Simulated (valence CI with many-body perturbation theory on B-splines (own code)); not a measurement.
Values are calculated unless marked as measured or tabulated.
**Basis-set convergence for La16+**

Level of theory: relativistic CI+MBPT: five valence electrons over a frozen Dirac-Fock core [Kr], radial functions for each j: 7 s, 7 p, 8 d, 6 f, 4 g, 1 h, with the one-electron correlation potential Σ1 (screened to all orders), the two-electron term Σ2, the three-electron term Σ3, Breit, model QED; selected single and double excitations, second order for the rest, scaled by the run's own slope (own B-spline code, finite nucleus).

No measured spectrum was set against this ion. As an estimate, terms of the open shell hold to 2 to 4 % of their energy, and close levels can change places. Among the levels kept, up to 620 cm⁻¹ of a level comes from second order outside the variational space, and about a tenth of that is noise between levels of different J, which matters for small intervals. Only levels of the ground parity were solved; by the run's estimate the other parity begins above the list, which can be wrong where configurations are misplaced.

The reference run has the lowest level (4d3/2^3 4d5/2^2) J=5/2 [a] and an ionisation energy of 430.661 eV. Its largest variational space holds 20345 state functions.

Levels are named by their leading jj configuration (3d3/2^4 stands for four electrons in 3d with j = 3/2), which in mixed levels can hold well under half, so a name can repeat and another be missing. Letters in brackets count levels of one name in rising energy.

Changed runs:
A. basis 6 s, 6 p, 5 d, 5 f, 1 g
B. basis 5 s, 5 p, 4 d, 4 f

Excitation energies of the reference run in cm⁻¹, and shifts in cm⁻¹:

```
                      Level  Reference       A       B
      (4d3/2^4 4d5/2) J=5/2      34914    +465   +1559
(4d3/2^3 4d5/2^2) J=7/2 [a]      48296    +388   +1555
    (4d3/2^3 4d5/2^2) J=3/2      50608    +400   +1549
   (4d3/2^3 4d5/2^2) J=11/2      51129    +369   +1462
(4d3/2^3 4d5/2^2) J=5/2 [b]      53346    +353   +1423
    (4d3/2^3 4d5/2^2) J=9/2      54054    +344   +1482
    (4d3/2^3 4d5/2^2) J=1/2      58956    +386   +1497
(4d3/2^2 4d5/2^3) J=7/2 [a]      66250    +350   +1752
(4d3/2^3 4d5/2^2) J=5/2 [c]      70527    +492   +1877
   (4d3/2^2 4d5/2^3) J=11/2      76114    +471   +1763
(4d3/2^2 4d5/2^3) J=1/2 [a]      77600    +325   +1622
(4d3/2^3 4d5/2^2) J=7/2 [b]      77944    +554   +2247
     Ionisation energy (eV)    430.661  -0.045  -0.063
```
